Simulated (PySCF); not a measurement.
## Interval between two levels of Fe⁺ by level of theory

Fe⁺ [Ar] 3d6 4s1 [6D9/2, M_J = 9/2] → Fe⁺ [Ar] 3d5 4s1 4p1 [8P9/2, M_J = 9/2], as a difference of total energies. Calculation: PySCF 2.14, in x2c-TZVPall-2c (6s7p4d1f, 54 functions); the two-component X2C-1e Hamiltonian. Correlated levels: [Ne] frozen; the 6 highest virtual spinors dropped. "Screened" scales the spin-orbit matrix elements by Boettger's factors to mimic the two-electron term; Breit and QED terms are absent.

```csv
method,interval between two levels (cm⁻¹)
GHF (spin-free),35779
GMP2 (spin-free),49084
GHF (screened spin-orbit),36460
GMP2 (screened spin-orbit),49800
```

Errors of the correlated levels include the incompleteness of this basis and the frozen core.

The labels give the starting determinants; with spin-orbit coupling the two ends relaxed to ⟨J²⟩ = 24.76, ⟨L²⟩ = 6.01, ⟨S²⟩ = 8.75 and ⟨J²⟩ = 24.76, ⟨L²⟩ = 2.01, ⟨S²⟩ = 15.75.

Which method comes closest to the reference value, and which is furthest?

The reference is 52966 cm⁻¹ (measured; NIST Handbook of Basic Atomic Spectroscopic Data (Sansonetti and Martin, J. Phys. Chem. Ref. Data 34, 1559 (2005))). Closest: GMP2 (screened spin-orbit) (error -3165.9 cm⁻¹); furthest: GHF (spin-free) (error -17186 cm⁻¹).
